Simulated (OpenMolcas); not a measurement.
# Lines of Xe4+: computed and rescaled rates

```yaml
Program: OpenMolcas
Method: "MS-CASPT2, IPEA 0.25 Eh, imaginary shift 0.1 Eh (closed shells correlated: 4d)"
Basis: ANO-RCC [10s9p8d5f3g]
Scalar_Hamiltonian: DKH2, point nucleus
Active_space: 4 electrons in 8 orbitals (5s 5p 6s 6p)
State_averaging: 2S+1 = 3 even, 3 roots; 2S+1 = 1 even, 12 roots; 2S+1 = 5 odd, 1 root; 2S+1 = 3 odd, 9 roots; 2S+1 = 1 odd, 8 roots
Spin-orbit_coupling: state interaction with AMFI integrals over the reference wave functions, term energies averaged over their components
```

Rates come from the transition moments of the reference wave functions (E1 and E2 in the length form). At fixed line strength A goes as λ^-3 for E1 and M1 and as λ^-5 for E2, so a rate at the computed wavelength can be rescaled to the measured one. Measured vacuum wavelengths follow from level energies in Saloman, J. Phys. Chem. Ref. Data 33, 765 (2004). Branching counts decays inside the model space alone, at computed energies, and the table is only a selection of the E2 and M1 lines, drawn from those between levels with measured partners whose computed energy lies within a factor of 1.5 of the measured one.

```json
{"Upper": "5s2 5p2 1S0", "Lower": "5s2 5p2 3P1", "Type": "M1", "λ computed (nm)": "286.3", "λ measured (nm)": "284.3", "A computed (s-1)": "1.99e+02", "A rescaled (s-1)": "", "Branching %": "92.3"}
{"Upper": "5s2 5p2 1D2 [72 %]", "Lower": "5s2 5p2 3P1", "Type": "M1", "λ computed (nm)": "559.5", "λ measured (nm)": "523", "A computed (s-1)": "2.17e+01", "A rescaled (s-1)": "", "Branching %": "52.9"}
{"Upper": "5s2 5p2 1D2 [72 %]", "Lower": "5s2 5p2 3P2 [72 %]", "Type": "M1", "λ computed (nm)": "756.4", "λ measured (nm)": "700.1", "A computed (s-1)": "1.90e+01", "A rescaled (s-1)": "", "Branching %": "46.2"}
{"Upper": "5s2 5p2 1S0", "Lower": "5s2 5p2 3P2 [72 %]", "Type": "E2", "λ computed (nm)": "330.3", "λ measured (nm)": "329.6", "A computed (s-1)": "1.28e+01", "A rescaled (s-1)": "", "Branching %": "5.9"}
{"Upper": "5s2 5p2 3P1", "Lower": "5s2 5p2 3P0", "Type": "M1", "λ computed (nm)": "1270", "λ measured (nm)": "1076", "A computed (s-1)": "8.06e+00", "A rescaled (s-1)": "1.33e+01", "Branching %": "100.0"}
{"Upper": "5s2 5p2 1S0", "Lower": "5s2 5p2 1D2 [72 %]", "Type": "E2", "λ computed (nm)": "586.2", "λ measured (nm)": "622.7", "A computed (s-1)": "3.86e+00", "A rescaled (s-1)": "2.85e+00", "Branching %": "1.8"}
{"Upper": "5s2 5p2 3P2 [72 %]", "Lower": "5s2 5p2 3P1", "Type": "M1", "λ computed (nm)": "2149", "λ measured (nm)": "2068", "A computed (s-1)": "9.82e-01", "A rescaled (s-1)": "1.10e+00", "Branching %": "93.9"}
{"Upper": "5s2 5p2 1D2 [72 %]", "Lower": "5s2 5p2 3P2 [72 %]", "Type": "E2", "λ computed (nm)": "756.4", "λ measured (nm)": "700.1", "A computed (s-1)": "2.12e-01", "A rescaled (s-1)": "", "Branching %": "0.5"}
{"Upper": "5s2 5p2 3P2 [72 %]", "Lower": "5s2 5p2 3P0", "Type": "E2", "λ computed (nm)": "798.2", "λ measured (nm)": "707.9", "A computed (s-1)": "6.32e-02", "A rescaled (s-1)": "1.15e-01", "Branching %": "6.0"}
```

Spin-changing lines and M1 lines between different terms are not rescaled, since their strength hangs on the term gaps too.

The largest correction is for 5s2 5p2 3P2 [72 %] → 5s2 5p2 3P0 (E2): 6.32e-02 × (798.2 / 707.9)^5 = 1.15e-01 s-1, a factor of 1.82.

No measured rate stands beside these. Rescaling mends the energy factor alone: line strengths can still be far off where a level mixes with configurations outside the active space, and weak or spin-changing lines hang on small mixing coefficients that depend on the term gaps too, so rescaling need not improve them.

CASPT2 does not keep the components of a term degenerate, so their means are used; among the terms shown or strongly mixed into the levels shown the widest spread is 68 cm-1 (5s2 5p2 1D). Over all roots computed the reference weight is 0.81 to 0.95; the roots of lowest weight are the least certain, and an intruder state may touch them. Active for correlation alone: 6p 6s; no level in the range computed is led by a configuration that fills them, so any true level of that kind is missing. Some terms miss by over 15 % even with CASPT2, which points to a basis or an active space too small for the shells correlated. Computed and measured levels are paired by configuration, term and J; levels that our copy of the source lacks, or whose pairing is in doubt (as where it misses far off the trend of its configuration), stay unpaired. Only configurations of the active space appear.

A share in square brackets marks a mixed level and gives the weight of the term that names it.
